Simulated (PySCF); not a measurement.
Re(66+): ionisation energy

Re(66+) [He] 2s2 2p5 (2P) → Re(67+) [He] 2s2 2p4 (3P), as a difference of total energies. Computed with PySCF 2.14 in an even-tempered Gaussian basis (18 s from 44 bohr⁻², ratio 2.2; 13 p from 57 bohr⁻², ratio 2.2; 5 d from 230 bohr⁻², ratio 2.4; 5 f from 340 bohr⁻², ratio 2.4; 4 g from 510 bohr⁻², ratio 2.4), with scalar relativity by spin-free X2C-1e. Correlated levels: nothing frozen; virtual orbitals above 40 to 60 times the deepest correlated orbital energy dropped. The calculations carry no spin-orbit coupling.

```
                 method  ionisation energy (eV)
                    UHF                 16880.9
                    LDA                 16874.2
                    PBE                 16879.5
                   PBE0                 16880.4
                 r2SCAN                 16885.7
                   MN15                 16886.3
                 M06-2X                 16881.0
    MP2 (all electrons)                 16882.8
SCS-MP2 (all electrons)                 16882.7
```

Spin-orbit coupling is strong in these open shells (close to jj coupling). The scalar numbers leave it out and a first-order estimate fails, so it can dominate the gap to the real levels.

For this ion Breit and QED terms and the two-electron picture change, all absent here, outweigh the differences among the correlated methods.

For comparison: 16410 ± 40 eV (theoretical estimate listed by NIST; NIST Atomic Spectra Database, ionization energies).
